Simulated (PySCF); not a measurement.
Method: PySCF with B3LYP-D3(BJ)/def2-TZVP // r2SCAN-D4/def2-SVP. All species are isolated molecules in the gas phase. B3LYP has the VWN-RPA correlation part, as in Gaussian. 

Reference species: [Y(Cl)3] (neutral, multiplicity 1).

| Property | Result |
|---|---|
| coordination number | 3 |
| mean distance from the central atom to its bonded neighbours | 2.443 Å |
| HOMO–LUMO gap | 5.55 eV |

After one change: the coordination number stays essentially unchanged; the mean distance from the central atom to its bonded neighbours drops by 0.294 Å; the HOMO–LUMO gap increases by 0.15 eV.

Problem. What was changed between the two runs? The new species is one of these.
A) [Y(Cl)2(F)]
B) [Y(F)3]
C) [Y(Cl)(F)2]

Solution. C, [Y(Cl)(F)2]
